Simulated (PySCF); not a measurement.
Precursor series Y F-OH. Isolated molecules, 0 K electronic values unless said otherwise. One relaxed conformer stands for each flexible species; it need not be the lowest.

The charge on the central atom (Mulliken) from two functionals at the same geometries (TPSS-D3(BJ)/def2-SVP), both in PySCF: PBE-D3(BJ)/def2-TZVP and B3LYP-D3(BJ)/def2-TZVP. B3LYP has the VWN-RPA correlation part, as in Gaussian. 

| species | PBE-D3(BJ)/def2-TZVP (e) |
|---|---|
| 0 of 3 F replaced by OH | 1.44 |
| 1 of 3 F replaced by OH ([Y(F)2(OH)]) | 1.41 |
| 2 of 3 F replaced by OH | 1.39 |
| 3 of 3 F replaced by OH ([Y(OH)3]) | 1.36 |

Q: What does B3LYP-D3(BJ)/def2-TZVP give for each?

A: 
- 0 of 3 F replaced by OH: 1.58
- 1 of 3 F replaced by OH ([Y(F)2(OH)]): 1.55
- 2 of 3 F replaced by OH: 1.53
- 3 of 3 F replaced by OH ([Y(OH)3]): 1.51
Over these rows, drawn at random from the members with no instability flagged (it was tested for open shells, ions and some series alone), PBE minus B3LYP-D3(BJ): mean -0.14 e, from -0.15 e to -0.14 e.
